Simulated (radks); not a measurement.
O2+, configuration [He] 2s2 2p2 (the NIST ground configuration).

Method: non-relativistic Kohn-Sham, PBEsol, spin-polarised, spherical densities, point nucleus; open shells are filled with parallel spins first; computed with a radial shooting solver on a logarithmic mesh with Libxc functionals.

Energy parts (eV):
| part | energy |
|---|---|
| total | -1985.072 |
| kinetic | 1980.472 |
| electron-nucleus | -4500.195 |
| Hartree | 728.440 |
| exchange-correlation | -193.788 |

Orbitals (lengths in bohr, moments of r in powers of bohr; r(90%) holds 90 % of the orbital's charge):
| orbital | occ. | eigenvalue (eV) | <r^4> | <r^2> | r(90%) | <r> |
|---|---|---|---|---|---|---|
| 1s up | 1 | -555.5919 | 0.007687 | 0.05418 | 0.359 | 0.2003 |
| 1s down | 1 | -553.7511 | 0.007552 | 0.05376 | 0.357 | 0.1996 |
| 2s up | 1 | -59.8363 | 2.777 | 1.242 | 1.60 | 1.023 |
| 2s down | 1 | -55.1154 | 3.115 | 1.306 | 1.65 | 1.047 |
| 2p up | 2 | -44.9834 | 3.117 | 1.214 | 1.64 | 0.9879 |
| 2p down | 0 | -40.0576 | 3.805 | 1.327 | 1.72 | 1.029 |

The highest occupied level is 2p up at -44.983 eV. The density falls to 0.001 e/bohr^3 at r = 2.56 bohr. Summed over all electrons, <r^2> = 5.084 bohr^2, which gives a Langevin (diamagnetic) susceptibility term of -4.03 x 10^-6 cm^3/mol. The electron density at the nucleus is 314.8 e/bohr^3. Virial ratio -V/T = 2.00232. The spin density at the nucleus is -0.0969 e/bohr^3 (1s -0.6924, 2s 0.5954), a Fermi contact field of -5.08 T. For comparison, the ionisation energy in NIST's Atomic Spectra Database is 54.936 eV (semi-empirical). In exact Kohn-Sham theory the highest level is minus the ionisation energy, but local and semilocal functionals leave it too shallow, through self-interaction and a potential that decays too fast; potentials with the right tail come closer. Spin moment in Bohr magnetons: 2.
